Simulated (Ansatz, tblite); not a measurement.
Forces on the cluster Pb2O3 at its PBE-D4/def2-SVP geometry. Charge 0, multiplicity 1.

In the def2 sets Pb takes a core potential; there is no spin–orbit coupling. The xTB rows come from tblite. The restricted singlet is unstable towards broken spin symmetry in Hartree–Fock (as tested in another run); at PBE-D4/def2-TZVP this wasn't settled. Another isomer (singlet) lies 1.17 eV lower at PBE0-D4/def2-TZVP; other spin states weren't run for this one.

GFN1-xTB (tblite), largest force 1.22 eV/Å:

```xyz
5
positions Å, forces eV/Å
Pb   -0.253   -0.853   -0.136   -0.036   -0.171   -0.016
Pb    0.648    2.220    0.345   -0.036   -0.101   -0.021
O    -0.719    0.770    1.188    0.331   -0.497   -0.612
O     1.089    0.582   -0.998   -0.577   -0.402    0.486
O    -0.765   -2.720   -0.399    0.319    1.171    0.163
```

GFN2-xTB (tblite), largest force 1.84 eV/Å:

```
Pb -0.281 -1.049 -0.142
Pb 0.104 0.366 0.055
O 0.170 -0.571 -0.469
O -0.474 -0.504 0.310
O 0.481 1.758 0.246
```

PBE-D4/def2-TZVP (Ansatz), largest force 0.67 eV/Å:

```
Pb -0.002 -0.059 0.004
Pb -0.155 -0.492 -0.086
O 0.245 -0.071 -0.305
O -0.258 -0.019 0.302
O 0.169 0.640 0.085
```
